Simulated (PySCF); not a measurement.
C4H12O3Sn, SMILES [CH2]([Sn]([OH])([OH])[OH])CCC.

Geometry optimised at PBE0-D3(BJ)/def2-SVP. The isomer is the one that the SMILES or the coordinates give; other isomers of the formula were not compared. The def2 effective core potentials stand for the cores of Sn; spin–orbit coupling is left out. One conformer was computed; it need not be the lowest.

Computed with CAM-B3LYP/def2-SVP (PySCF).

The molecule is in vacuum.

```
Property                                                                                                         Value
---------------------------------------------------------------------------------------------  -----------------------
total energy                                                                                        -599.17763 hartree
highest occupied level                                                                                        -9.18 eV
lowest empty level                                                                                             0.51 eV
orbital gap                                                                                                    9.70 eV
dipole moment                                                                                                   0.68 D
quadrupole, principal values (traceless, Buckingham form, about the centre of nuclear charge)  -5.83, -4.96, 10.79 D·Å
mean static polarisability                                                                       84.3 bohr³ (12.49 Å³)
polarisability, principal values                                                               73.5, 76.2, 103.0 bohr³
```
